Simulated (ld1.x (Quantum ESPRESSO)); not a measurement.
# Reading a pseudo-wave (B (Z = 5))

Columns: radius, all-electron u(r) and pseudo u(r) of the 2p shell (level -3.61 eV) of boron in the configuration [He] 2s2 2p1; PBE, non-relativistic, RRKJ scheme, ld1.x (Quantum ESPRESSO) 7.5.

```
r (bohr)  all-electron  pseudo
   0.198        0.0855  0.0212
   0.395        0.2291  0.0816
   0.593        0.3623  0.1735
   0.790        0.4660  0.2841
   0.988        0.5427  0.4004
   1.185        0.5928  0.5076
   1.383        0.6196  0.5955
   1.580        0.6273  0.6556
   1.778        0.6206  0.6856
   1.975        0.6036  0.6865
   2.173        0.5793  0.6634
   2.370        0.5504  0.6235
   2.568        0.5188  0.5743
   2.765        0.4861  0.5230
   2.963        0.4531  0.4740
   3.160        0.4208  0.4306
   3.358        0.3895  0.3929
   3.555        0.3597  0.3604
   3.753        0.3314  0.3314
   3.950        0.3049  0.3049
   4.148        0.2800  0.2800
   4.345        0.2569  0.2569
   4.542        0.2355  0.2355
   4.740        0.2154  0.2154
   4.938        0.1969  0.1969
   5.135        0.1799  0.1799
```

Q: How many radial nodes do the two functions have?

A: The all-electron 2p function has n − l − 1 = 0; the pseudo-wave has 0.

Q: At about which radius was the pseudo-wave matched?

A: 3.95 bohr, where the columns begin to agree (steps of 0.20 bohr).

Q: Is the pseudo-wave norm-conserving?

A: Yes: the RRKJ scheme keeps the norm inside the radius equal to the all-electron one, which fixes the energy derivative of the logarithmic derivative at the level.
